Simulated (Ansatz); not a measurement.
Consider the hydrogenolysis of the Si–F bond: `O[SiH](F)N[Si](O)(F)F` + H₂ → `O[SiH2]N[Si](O)(F)F` + H–F.

Calculated with Ansatz (gas phase, PBE0-D4/def2-TZVP geometries, no zero-point term in ΔE). CCSD(T)/CBS is the MP2 limit (def2-TZVPP, def2-QZVPP) plus CCSD(T) − MP2 in def2-TZVPP, frozen cores. This one scheme is used for every species. DFT in def2-TZVPP. B3LYP here is the variant with VWN-RPA as its local correlation; programs differ in this. One conformer a species, not always the lowest.

```csv
level,ΔE (kcal/mol),difference from CCSD(T)/CBS
PBE-D4,32.9,-1.4
r2SCAN-D4,36.6,2.3
PBE0-D4,32.8,-1.5
B3LYP-D4,34.8,0.5
ωB97X-V,34.6,0.3
ωB97M-V,35.1,0.8
B2PLYP,34.9,0.6
PBE,32.6,-1.7
r2SCAN,36.6,2.3
PBE0,32.6,-1.7
B3LYP,34.5,0.2
HF/def2-TZVPP,34.9,0.6
MP2/def2-TZVPP,34.7,0.4
SCS-MP2/def2-TZVPP,34.5,0.2
CCSD/def2-TZVPP,33.8,-0.5
CCSD(T)/def2-TZVPP,34.0,-0.3
HF/def2-QZVPP,35.4,1.1
MP2/def2-QZVPP,35.1,0.8
SCS-MP2/def2-QZVPP,34.9,0.6
HF/CBS(def2),35.5,1.2
MP2/CBS(def2),35.0,0.7
CCSD/CBS(def2),34.1,-0.2
CCSD(T)/CBS,34.3,0
```

Largest T1 diagnostic among the species: 0.012.
